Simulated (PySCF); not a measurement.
# Vibration and rotation of CdH⁺

RHF-CCSD(T) constants of CdH⁺, ¹Σ⁺ (singlet), closed shell (Cd def2-TZVP with ECP28, H def2-TZVP; scalar-relativistic core potentials (PySCF 2.14); masses 113.9034 and 1.0078 u):

```
ωe            : 1759.7 cm⁻¹
ωexe          : 41.4 cm⁻¹
Be            : 6.1116 cm⁻¹
αe            : 0.206 cm⁻¹
De to Cd⁺ + H : 1.99 eV
```

(1) What force constant and bond length do these constants imply?

(2) Estimate the centrifugal constant D from the Kratzer relation and find the Dunham coefficient a1.

Correlated steps freeze no core orbitals. For an ion De counts to the pair picked by the measured ionisation energies or electron affinities, which need not be the lowest pair at this level. Where the molecule has an RHF reference, its open-shell atoms are computed with UHF.

## Answers

(1) Reduced mass μred = 0.99899 u; k = 5.8918×10⁻⁷·μred·ωe² (u, cm⁻¹, mdyn/Å) = 1.82 mdyn/Å; Re = √(16.8576/(μred·Be)) (u, cm⁻¹, Å) = 1.662 Å.

(2) D = 4Be³/ωe² = 0.000295 cm⁻¹; a1 = −1 − αeωe/(6Be²) = -2.62.
